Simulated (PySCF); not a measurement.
C₇H₁₁F₃.
Atom-mapped SMILES: `[CH3:1][C:2]([CH3:3])=[C:4]([CH3:5])[CH2:6][C:7]([F:8])([F:9])[F:10]` (hydrogens: H11, H12, H13 on C1; H14, H15, H16 on C3; H17, H18, H19 on C5; H20, H21 on C6)

Method: PySCF, PBE0-D3(BJ)/def2-SVP geometry optimisation, gas phase.

Question: List the bond lengths, angles and torsions at this level.

Answer: 
```csv
bond,length (Å)
C1–C2,1.499
C2–C3,1.507
C2=C4,1.349
C4–C5,1.506
C4–C6,1.507
C6–C7,1.511
"C7–F8, C7–F9, C7–F10",1.338
"C1–H11, C1–H12, C1–H13",1.101
"C3–H14, C3–H15, C3–H16",1.101
"C5–H17, C5–H18, C5–H19",1.101
"C6–H20, C6–H21",1.100
```

Bonds in one row agree within 0.01 Å and their mean is given. A selection of angles:
```csv
angle,degrees
C2–C1–H11,110.7
C2–C1–H12,114.1
C2–C1–H13,109.9
H11–C1–H12,108.5
H11–C1–H13,106.3
H12–C1–H13,107.0
C1–C2–C3,114.9
C1–C2–C4,124.7
C3–C2–C4,120.4
C2–C3–H14,111.3
H14–C3–H15,106.8
C2–C4–C5,121.4
C2–C4–C6,122.9
C5–C4–C6,115.7
C4–C5–H17,111.3
H17–C5–H18,107.2
C4–C6–C7,113.6
C4–C6–H20,110.4
C4–C6–H21,112.8
C7–C6–H20,106.3
C7–C6–H21,106.6
H20–C6–H21,106.8
C6–C7–F8,111.1
F8–C7–F9,107.2
```

Torsions: C1–C2–C4–C5 178° (antiperiplanar); C2–C4–C6–C7 93° (anticlinal); C4–C6–C7–F8 178° (antiperiplanar). The mirror-image conformer, all signs reversed, is as good.

All 3 C–F bonds measure 1.337 to 1.339 Å. Of the pairs four or more bonds apart, H12···H21 is among the closest relative to their van der Waals radii: 2.01 Å, 84 % of the sum of Bondi's values. The 6 C–C bonds span 1.349 Å (C2=C4, drawn double) to 1.511 Å (C6–C7, drawn single), a spread of 0.162 Å.

Point group: C1 (no symmetry element, even within 0.4 Å). No PBE0-D3(BJ)/def2-SVP frequencies stand behind this structure, so it isn't proved a minimum. One conformer, not necessarily the lowest.
